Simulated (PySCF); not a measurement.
## Shieldings and the share of exact exchange

Molecule: `InChI=1S/C2H8BOP/c1-2-4-3-5/h2H,1,3H2,5H3`.

Atoms are numbered as in `[CH2:1]=[CH:2][O:3][BH2-:4][PH3+:5]`; H(Xn) means a hydrogen on atom n. Ha(C1) is cis to O3; Hb(C1) is trans to O3.

GIAO shieldings (ppm, equivalent atoms averaged) in PySCF on the PBE0-D3(BJ)/def2-SVP geometry, basis pcSseg-2, gas phase, non-relativistic:

```csv
functional,exact exchange (%),σ(O3),σ(B4)
BLYP,0,207.8,107.6
BP86,0,213.0,111.0
PBE,0,211.4,110.9
PBE0,25,231.1,116.0
mPW1PW91,25,231.3,115.7
BHandHLYP,50,245.5,117.7
HF,100,275.0,126.6
```

Problem. Fit each shielding as a line in the percentage of exact exchange.

Solution. σ(O3) = 212.3 + 0.65 x (rms 2.4 ppm); σ(B4) = 110.4 + 0.16 x (rms 1.4 ppm). The functionals also differ in their semilocal parts, which the line can't hold; Hartree–Fock has no correlation at all.

Problem. What does the line predict for B3LYP (20 %), and what does the run give?

Solution. σ(O3): 225.3 predicted, 224.3 computed; σ(B4): 113.6 predicted, 112.0 computed ppm.
